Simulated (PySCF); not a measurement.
**GaH3: a base run and its variants**

Base input, run as `OMP_NUM_THREADS=1 python input.py` with PySCF 2.14:

```python
from pyscf import gto, scf, cc

mol = gto.M(
    atom='Ga 0 0 0; H 1.5685 0 0; H -0.7842 1.3583 0; H -0.7842 -1.3583 0',
    basis='cc-pvdz-dk',
    charge=0,
    spin=0,
    symmetry=True,
    verbose=4,
)
mf = scf.RHF(mol)
mf = mf.sfx2c1e()
mf.kernel()
mycc = cc.CCSD(mf, frozen=9)
mycc.kernel()
e = mycc.ipccsd(nroots=3)[0]
print('roots (eV) =', (e*27.211386).round(3))
mf.dip_moment()
print('orbital energies (hartree):', mf.mo_energy[..., max(0, mol.nelec[1]-3):mol.nelec[0]+3].round(4))
```

Base result: E(SCF) = -1943.825060 Eh, 7 cycles, E(CCSD) − E(SCF) = -0.12321 Eh, μ(SCF) = 0.00 D, ionisation roots 11.197, 11.197, 15.606 eV. 

Hardware: Arm Neoverse N1, 1 thread, shared host. Wall time 2.4 s, peak memory 0.12 GiB.

Each row names what differs from the base; energies in brackets are changes from the base.

```tsv
change	result	wall time (s)
point-group symmetry: on → off	E(SCF) = -1943.825060 Eh (+0.0000 eV), 7 cycles, E(CCSD) − E(SCF) = -0.12321 Eh, μ(SCF) = 0.00 D, ionisation roots 11.197, 11.197, 15.606 eV	2.3
step after the SCF: eomip → eomee; number of roots: 3 → 8	E(SCF) = -1943.825060 Eh (+0.0000 eV), 7 cycles, E(CCSD) − E(SCF) = -0.12321 Eh, μ(SCF) = 0.00 D, excitation roots 5.083, 5.083, 5.083, 5.084, 5.084, 5.084, 5.426, 5.426 eV	5.9
geometry: coordinates × 1 → coordinates × 3 [stretched restricted solution, likely unstable]	not converged: CCSD, E(SCF) = -1943.276311 Eh (+14.9322 eV), 9 cycles, E(CCSD) − E(SCF) = 0.19769 Eh, μ(SCF) = 0.00 D, ionisation roots -1.128, -0.781, -0.297 eV	4.8
basis set: cc-pvdz-dk → jorge-dzp; spin-free X2C: on → off	E(SCF) = -1924.889557 Eh, 8 cycles, E(CCSD) − E(SCF) = -0.35558 Eh, μ(SCF) = 0.00 D, ionisation roots 11.205, 11.205, 15.544 eV	4.7
basis set: cc-pvdz-dk → crenbl; core potential: off → on; spin-free X2C: on → off; frozen orbitals: 9 → 0	E(SCF) = -79.247766 Eh, 7 cycles, E(CCSD) − E(SCF) = -0.32946 Eh, μ(SCF) = 0.00 D, ionisation roots 10.799, 10.799, 15.364 eV	3.2
number of roots: 3 → 2	E(SCF) = -1943.825060 Eh (+0.0000 eV), 7 cycles, E(CCSD) − E(SCF) = -0.12321 Eh, μ(SCF) = 0.00 D, ionisation roots 11.197, 11.197 eV	2.2
length unit: angstrom → bohr [unsound on purpose]	E(SCF) = -1942.182292 Eh (+44.7020 eV), 7 cycles, E(CCSD) − E(SCF) = -0.18291 Eh, μ(SCF) = 0.00 D, ionisation roots 11.348, 11.348, 19.334 eV	2.4
PCM solvent, dielectric constant: none → 4.71; step after the SCF: eomip → analyze	E(SCF) = -1943.829200 Eh (-0.1127 eV), 7 cycles, μ(SCF) = 0.00 D	4.9
step after the SCF: eomip → mp2	E(SCF) = -1943.825060 Eh (+0.0000 eV), 7 cycles, E(MP2) − E(SCF) = -0.09951 Eh, μ(SCF) = 0.00 D	1.7
basis set: cc-pvdz-dk → jorge-dzp-dkh	E(SCF) = -1943.804386 Eh (+0.5626 eV), 8 cycles, E(CCSD) − E(SCF) = -0.35898 Eh, μ(SCF) = 0.00 D, ionisation roots 11.162, 11.162, 15.671 eV	4.8
geometry: coordinates × 1 → coordinates × 0.97	E(SCF) = -1943.823221 Eh (+0.0500 eV), 7 cycles, E(CCSD) − E(SCF) = -0.12364 Eh, μ(SCF) = 0.00 D, ionisation roots 11.303, 11.303, 15.836 eV	2.3
```

Question: Order these changes by how far they move the SCF energy from the base, largest first: (1) PCM solvent, dielectric constant: none → 4.71; step after the SCF: eomip → analyze; (2) geometry: coordinates × 1 → coordinates × 0.97; (3) point-group symmetry: on → off.

Answer: (1) -0.1127 eV, (2) +0.0500 eV, (3) +0.0000 eV.
